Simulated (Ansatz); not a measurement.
`F[Si](F)(F)[Se]` radical, relaxed with UKS PBE0-D4/def2-TZVP in Ansatz from a PBE-D4/def2-SVP geometry. The force threshold is 0.005 eV/Å; the program also tests the step.

The species carries charge 0 and has multiplicity 2.

Start:

```xyz
5

F    -0.393   -1.198    1.087
Si   -0.090   -0.004    0.040
F    -0.060    1.389    0.861
F    -1.346    0.022   -0.977
Se    1.887   -0.210   -1.010
```

Q: By how much does the energy fall, and how many steps does the optimiser take? (Best estimate.)

A: The calculation gave: 10.31 kJ/mol, in 6 steps.

Q: Which bonds change most? (An estimate is asked.)

A: Ansatz gave: Si2–F3 from 1.618 to 1.574 Å; F1–Si2 from 1.617 to 1.573 Å; Si2–F4 from 1.617 to 1.573 Å; Si2–Se5 from 2.248 to 2.236 Å.

Q: Give the relaxed structure. (Estimate.)

A: Ansatz gave: 
```xyz
5

F    -0.380   -1.168    1.059
Si   -0.097    0.002    0.046
F    -0.075    1.358    0.845
F    -1.315    0.027   -0.949
Se    1.866   -0.218   -1.001
```
